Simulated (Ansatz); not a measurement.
Consider the formal exchange of groups at the Si–C bond: `C[Si](F)(F)C=O` + `C=[N][SnH3]` → `C[Si](F)(F)[SnH3]` + `C=NC=O`.

Program: Ansatz. Geometries: PBE0-D4/def2-TZVP. ΔE: electronic, gas phase. CCSD(T)/CBS adds triple-zeta CCSD(T) − MP2 to the extrapolated MP2 energy (def2 sets, frozen cores). Functionals use def2-TZVPP. Elements past krypton have def2 core potentials. For Sn outer-core shells are correlated without core-valence functions, which leaves a few kJ/mol of doubt a bond. Each species was taken in one conformer, which may not be the lowest.

`C[Si](F)(F)C=O`:

Z-matrix (Å, degrees):
```
C
Si 1 1.833
H 1 1.092 2 110.3
H 1 1.092 2 110.6 3 120.4
H 1 1.092 2 110.3 3 -119.3
F 2 1.591 1 111.4 3 -179.7
F 2 1.591 1 111.4 3 -61.1
C 2 1.914 1 112.9 3 59.6
O 8 1.208 2 119.9 1 0.2
H 8 1.115 2 120.6 1 -179.9
```

`C=[N][SnH3]`:

Cartesian coordinates in Å:
```
C 0.463 -0.871 1.291
N 0.127 0.306 1.004
Sn -0.367 0.761 -0.939
H 0.729 -1.121 2.328
H 0.524 -1.716 0.583
H -1.971 1.334 -0.926
H -0.215 -0.665 -1.881
H 0.710 1.973 -1.459
```

`C[Si](F)(F)[SnH3]`:

Z-matrix (Å, degrees):
```
C
Si 1 1.847
H 1 1.093 2 110.6
H 1 1.092 2 110.6 3 -120.1
H 1 1.093 2 110.1 3 119.9
F 2 1.598 1 108.6 3 -177.3
F 2 1.598 1 108.6 3 -62.6
Sn 2 2.569 1 116.6 3 60.1
H 8 1.707 2 110.2 1 59.8
H 8 1.707 2 110.2 1 -59.2
H 8 1.704 2 111.1 1 -179.7
```

`C=NC=O`:

```xyz
7

C     0.870    0.000   -0.754
N    -0.186   -0.563   -0.364
C    -0.912   -0.079    0.718
O    -1.496    0.969    0.736
H     1.307    0.865   -0.245
H     1.382   -0.381   -1.636
H    -0.965   -0.811    1.545
```

CCSD(T)/CBS gives -45.6 kJ/mol.

(1) Another level gave -61.7 kJ/mol. Which?
A. ωB97M-V/def2-TZVPP
B. SCS-MP2/def2-TZVPP
C. PBE0/def2-TZVPP
D. r2SCAN-D4/def2-TZVPP

Largest T1 diagnostic among the species: 0.016.

## Answers

(1) D. r2SCAN-D4 -61.7, ωB97M-V -50.6, PBE0 -66.6, SCS-MP2/def2-TZVPP -39.2 kJ/mol.
